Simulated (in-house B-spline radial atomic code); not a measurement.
## The potassium ion K⁷⁺: [Ne] 3s2

Computed with an all-electron radial atomic-structure program (B-spline basis): Dirac-Kohn-Sham B97-1, spherical fractional occupations, exact exchange averaged over the configuration, Fermi nucleus of rms radius 3.4349 fm.

Screening seen three ways: the hydrogenic charge with the same mean radius, Z_r = [3n² - l(l+1)]/(2<r>), the one with the same energy, Z_e = n√(-2ε), and Slater's rules. Values are occupation-weighted means over j.

```csv
shell,electrons,ε (eV),<r> (bohr),Z_r,Z_e,Slater
1s,2,-3694,0.081,18.52,16.48,18.70
2s,2,-499.29,0.3834,15.65,12.12,14.85
2p,6,-424.62,0.3461,14.45,11.17,14.85
3s,2,-147.49,1.086,12.43,9.88,9.85
```

The least bound orbital is 3s1/2 at -147.5 eV, and it is also the most diffuse (<r> = 1.086 bohr).

Spin-orbit splittings of the orbital energies (j = l + 1/2 above j = l - 1/2 when positive): 2p 2.974 eV.

For the 1s electron the small component carries 0.46 % of the norm, the zero-frequency Breit interaction raises the level by 3.027 eV, self-energy by 1.398 eV, and vacuum polarisation lowers it by 0.1006 eV.
